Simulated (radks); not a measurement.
Values are calculated unless marked as measured or tabulated.
Bi19+, configuration [Kr] 4d10 4f14 5s2 5p2. Level of theory: non-relativistic Kohn-Sham, LB94 model potential, spin-polarised, spherical densities, point nucleus; open shells are filled with parallel spins first (spin-orbit coupling, left out, can overturn this in heavy ions); relativity is left out, which matters for an element this heavy (a radial shooting solver on a logarithmic mesh with Libxc functionals).

Normalised radial functions P(r) = r R(r), r in bohr:

```
   r/bohr * 5s up (the largest magnitude, 1.36, reaches the edge; | marks zero)
0.0009054                             |*
 0.001351                             | *
 0.002015                             | *
 0.003006                             |  *
 0.004485                             |   *
  0.00669                             |    *
 0.009981                             |    *
  0.01489                             |   *
  0.02221                             *
  0.03314                         *   |
  0.04904                     *       |
  0.07316                         *   |
   0.1091                             |      *
   0.1628                             |         *
   0.2429                       *     |
   0.3624              *              |
   0.5406                             |       *
   0.8064                             |                          *
    1.203                             |             *
    1.795                             | *
    2.677                             *
```

5s up: eigenvalue -516.45 eV, 4 radial nodes at r = 0.0231, 0.0862, 0.215, 0.486 bohr, <r> = 0.834 bohr, 90 % of the charge inside 1.16 bohr.
